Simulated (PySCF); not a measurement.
Cl$_{4}$Sn, charge -1, doublet, at a GFN2-xTB geometry (such geometries of metal compounds can be far from the true shape) (a state made from the parent by changing its charge; the spin is typed, not shown lowest) (all electrons, no relativity) (in this run its highest filled SCF level lies above zero, so its values depend strongly on the basis, on diffuse functions most of all); PBE/STO-3G in PySCF.

The PySCF input:
```python
from pyscf import gto, scf, dft

mol = gto.Mole()
mol.atom = '''
    Cl   -1.967337   -0.922481   -1.298782
    Sn    0.000000   -0.000000    0.000000
    Cl   -0.346173    2.473563    0.412152
    Cl    2.125744   -0.344334   -1.330739
    Cl    0.187765   -1.206748    2.217369
'''
mol.basis = 'sto-3g'
mol.charge = -1
mol.spin = 1
mol.verbose = 4
mol.build()

mf = dft.UKS(mol)
mf.xc = 'pbe'
mf.kernel()
```

**Question.** What does PySCF print? Leave out banner, timings and long lists.

**Answer.** 
```
PySCF version 2.14.0

[INPUT] verbose = 4
[INPUT] num. atoms = 5
[INPUT] num. electrons = 119
[INPUT] charge = -1
[INPUT] spin (= nelec alpha-beta = 2S) = 1
[INPUT] symmetry False subgroup None
[INPUT] Mole.unit = angstrom
[INPUT] Symbol           X                Y                Z      unit          X                Y                Z       unit  Magmom
[INPUT]  1 Cl    -1.967337000000  -0.922481000000  -1.298782000000 AA   -3.717728124723  -1.743236445115  -2.454342275515 Bohr   0.0
[INPUT]  2 Sn     0.000000000000   0.000000000000   0.000000000000 AA    0.000000000000   0.000000000000   0.000000000000 Bohr   0.0
[INPUT]  3 Cl    -0.346173000000   2.473563000000   0.412152000000 AA   -0.654172161719   4.674356621858   0.778854401692 Bohr   0.0
[INPUT]  4 Cl     2.125744000000  -0.344334000000  -1.330739000000 AA    4.017073970937  -0.650696955376  -2.514732253278 Bohr   0.0
[INPUT]  5 Cl     0.187765000000  -1.206748000000   2.217369000000 AA    0.354824425779  -2.280423221367   4.190220127101 Bohr   0.0

nuclear repulsion = 932.712405138818
number of shells = 31
number of NR pGTOs = 189
number of NR cGTOs = 63
basis = sto-3g
ecp = {}

******** <class 'pyscf.dft.uks.UKS'> ********
method = UKS
initial guess = minao
damping factor = 0
level_shift factor = 0
DIIS = <class 'pyscf.scf.diis.CDIIS'>
diis_start_cycle = 1
diis_space = 8
diis_damp = 0
SCF conv_tol = 1e-09
SCF conv_tol_grad = None
SCF max_cycles = 50
direct_scf = True
direct_scf_tol = 1e-13
number electrons alpha = 60  beta = 59
XC library pyscf.dft.libxc version 7.1.2
    S. Lehtola, C. Steigemann, M. J. T. Oliveira, and M. A. L. Marques,  SoftwareX 7, 1–5 (2018)
XC functionals = pbe
    J. P. Perdew, K. Burke, and M. Ernzerhof,  Phys. Rev. Lett. 77, 3865 (1996)
    J. P. Perdew, K. Burke, and M. Ernzerhof,  Phys. Rev. Lett. 78, 1396 (1997)
    J. P. Perdew, K. Burke, and M. Ernzerhof,  Phys. Rev. Lett. 77, 3865 (1996)
    J. P. Perdew, K. Burke, and M. Ernzerhof,  Phys. Rev. Lett. 78, 1396 (1997)
radial grids:
    Treutler-Ahlrichs [JCP 102, 346 (1995); DOI:10.1063/1.469408] (M4) radial grids

becke partition: Becke, JCP 88, 2547 (1988); DOI:10.1063/1.454033
pruning grids: <function nwchem_prune>
grids dens level: 3
symmetrized grids: False
atomic radii adjust function: <function treutler_atomic_radii_adjust>
small_rho_cutoff = 0
Set gradient conv threshold to 3.16228e-05
tot grids = 97480
init E= -7767.33190583128

cycle= 1 E= -7784.83916772965  delta_E= -17.5  |g|= 0.174  |ddm|= 2.26
cycle= 2 E= -7784.84571693549  delta_E= -0.00655  |g|= 0.0956  |ddm|= 0.57
cycle= 3 E= -7784.85590142164  delta_E= -0.0102  |g|= 0.0452  |ddm|= 0.391
cycle= 4 E= -7784.85866363021  delta_E= -0.00276  |g|= 0.000648  |ddm|= 0.119
cycle= 5 E= -7784.85866420224  delta_E= -5.72e-07  |g|= 1.35e-05  |ddm|= 0.00182
cycle= 6 E= -7784.85866420275  delta_E= -5.09e-10  |g|= 2.39e-06  |ddm|= 7.09e-05
Extra cycle  E= -7784.85866420277  delta_E= -2e-11  |g|= 1.03e-06  |ddm|= 1.51e-05
converged SCF energy = -7784.85866420277  <S^2> = 0.75049397  2S+1 = 2.0004939
```
